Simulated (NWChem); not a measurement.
**Atomisation of CH2NO**

```
C
O 1 1.2549
N 1 1.2977 2 117.23
H 3 1.0252 1 116.73 2 0.00
H 1 1.1038 2 121.77 3 180.00
```
Charge 0, spin multiplicity 2.

Everything below was run with NWChem. The geometry was optimised at UPBE0/def2-SVP, a minimum by its harmonic frequencies. It is one conformer; others weren't searched.

Basis set: def2-TZVP. The atomisation energy is electronic alone: no zero-point, thermal, spin-orbit or counterpoise terms. No value is extrapolated to the basis-set limit. Free atoms are single determinants with multiplicities N 4, C 3, O 3, H 2.

B3LYP has NWChem's definition, with VWN1-RPA local correlation. The structure started from a generated list of species. The unpaired electrons of the parent sit in orbitals of symmetry a' (Cs labels of the run); other states weren't searched. No SCF solution was tested for a lower state.

Question: For the atomisation energy, LDA (SVWN5) gives 539.9 kcal/mol and PBE gives 473.9 kcal/mol. What do B3LYP, PBE0, BHandHLYP give?

Answer: B3LYP: 445.9 kcal/mol; PBE0: 445.5 kcal/mol; BHandHLYP: 411.2 kcal/mol.
